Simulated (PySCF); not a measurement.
BFHIO. Atoms are numbered in the order given.

```xyz
5

B     -0.0147    -1.3297     0.0000
F     -1.1898    -1.9685     0.0000
I      0.0090     0.8171     0.0000
O      1.1593    -1.9967     0.0000
H      1.0280    -2.9655     0.0000
```
Charge 0, spin multiplicity 1.

Geometry optimised at PBE-D3(BJ)/def2-SVP. The def2 effective core potentials stand for the cores of I; spin–orbit coupling is left out. Other conformers were not sampled.

These are PySCF with B3LYP/def2-TZVPD values and carry that method's errors.

Symmetry labels are those of the subgroup Cs that the program uses (full group Cs).

Computed valence orbital energies around the gap with their symmetry:
| orbital | symmetry | energy (eV) |
|---|---|---|
| HOMO−7 | A' | -15.51 |
| HOMO−6 | A' | -13.55 |
| HOMO−5 | A" | -13.38 |
| HOMO−4 | A' | -11.28 |
| HOMO−3 | A" | -10.82 |
| HOMO−2 | A' | -9.88 |
| HOMO−1 | A" | -7.71 |
| HOMO | A' | -7.51 |
| LUMO | A' | -0.85 |
| LUMO+1 | A" | -0.42 |
| LUMO+2 | A' | 0.07 |
| LUMO+3 | A' | 0.38 |
